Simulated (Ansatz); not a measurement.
AlBrFH₃Sn. The species carries charge 0 and has multiplicity 1. Sn takes the def2 core potential. The bonds changed during the relaxation, so this is another structure than the one it started from.

Z-matrix (Å, degrees):
```
Sn
Al 1 2.725
Br 1 2.837 2 51.6
F 1 1.929 2 117.0 3 82.6
H 1 1.727 2 136.4 3 -56.4
H 2 1.574 1 110.7 3 -106.1
H 2 1.577 1 110.4 3 105.4
```

Q: List the harmonic frequencies (cm⁻¹, unscaled) at PBE0-D4/def2-TZVP in Ansatz. (An estimate is asked.)

A: The calculation gave: 82, 85, 118, 195, 319, 345, 427, 438, 568, 606, 619, 716, 1866, 1951, 1977.

Q: Is this a minimum?

A: Yes, all 15 modes are real.

Q: Give the ideal-gas thermochemistry at 298.15 K and 1 bar (rigid rotor, harmonic oscillator; point group C1, symmetry number 1).

A: Zero-point energy 61.7 kJ/mol; H(298) − E = 84.0 kJ/mol; entropy 378.9 J/(mol·K), of which translation 177.6, rotation 122.6, vibration 78.7; G(298) − E = -29.0 kJ/mol. Modes under 100 cm⁻¹ are hindered rotations or soft bends, so the harmonic entropy is rough.

Q: And at 400, 500, 600, 800 and 1000 K?

A: 
```
T (K)  H − E (kJ/mol)  S (J/mol/K)  G − E (kJ/mol)
  400            95.5        412.0           -69.3
  500           107.6        439.0          -111.9
  600           120.4        462.3          -157.0
  800           147.3        500.9          -253.4
 1000           175.5        532.3          -356.9
```
